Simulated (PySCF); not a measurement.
MoO₂(OH): from structure and modes to constants

Method: UPBE0 in PySCF with Mo def2-TZVP with ECP28, O def2-TZVP, H def2-TZVP; scalar-relativistic core potentials, no spin–orbit coupling; density-fitted integrals.

The doublet minimum has C1 symmetry. Masses (u): Mo 97.90541, O 15.99492, H 1.00782.

```xyz
5
charge 0 multiplicity 2, angstrom
Mo    0.0098    0.0194   -0.1231
O     1.6585    0.0470    0.1965
O    -0.7140    1.5079    0.1664
O    -0.9026   -1.5546    0.3112
H    -1.7536   -1.6993    0.7298
```

Harmonic wavenumbers (cm⁻¹): 138.4 (a, ×1), 221.0 (a, ×1), 315.3 (a, ×1), 368.8 (a, ×1), 571.3 (a, ×1), 743.6 (a, ×1), 1016.2 (a, ×1), 1056.2 (a, ×1), 3910.0 (a, ×1).

(1) What is the harmonic zero-point energy?

(2) Find the vibrational entropy and heat capacity at 298.15 K.

(3) Give the standard entropy (298.15 K, 1 bar) by its translational, rotational, vibrational and spin parts, and Cp.

Results:

(1) Half the sum of all 9 wavenumbers, 8341/2 = 4170 cm⁻¹, which is 49.9 kJ/mol (1 cm⁻¹ = 0.0119627 kJ/mol).

(2) With u = 1.43878 ω/T, each mode gives S = R[u/(eᵘ−1) − ln(1−e⁻ᵘ)] and C = R u² eᵘ/(eᵘ−1)².
```csv
ω (cm⁻¹),u,S (J/(mol K)),C (J/(mol K))
138.4,0.668,11.82,8.01
221.0,1.066,8.16,7.57
315.3,1.521,5.58,6.88
368.8,1.780,4.54,6.43
571.3,2.757,2.10,4.57
743.6,3.588,1.08,3.13
1016.2,4.904,0.37,1.51
1056.2,5.097,0.31,1.34
3910.0,18.869,0.00,0.00
```
The sums over all modes are S = 34.0 and C = 39.4 J/(mol K); the softest mode gives 35 % of the entropy.

(3) Sackur–Tetrode with M = 146.90 u gives 171.1; rotation with symmetry number 1 gives 105.4; vibration 34.0; spin R ln 2 = 5.8. The total is 316.2 J/(mol K), and Cp = 4 R + 39.4 = 72.7 J/(mol K).

Only a few start shapes were tried, so a lower isomer may exist. Open d and f shells are described by one determinant, and the ground state may have another occupation or spin.
